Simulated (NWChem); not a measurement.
**HFOSi**

```xyz
4

Si    -0.6240    -0.0001     0.0000
F      0.4348     1.2580     0.0000
O      0.4303    -1.2773     0.0000
H      1.3812    -1.1021     0.0000
```
Charge 0, spin multiplicity 1.

Everything below was run with NWChem. Structure: optimised with PBE0/def2-SVP, a minimum by its harmonic frequencies. It is one conformer; others weren't searched.

Symmetry labels belong to the abelian group Cs used in the runs, with the axes of the coordinates shown.

The structure started from a generated list of species.

List the lowest 3 singlet excitations that TD-PBE/def2-SVPD gives, with oscillator strengths.


```
state  symmetry  energy (eV)  wavelength (nm)      f
-----  --------  -----------  ---------------  -----
1            a"         5.34              232  0.113
2            a"         6.58              188  0.031
3            a'         6.60              188  0.064
```
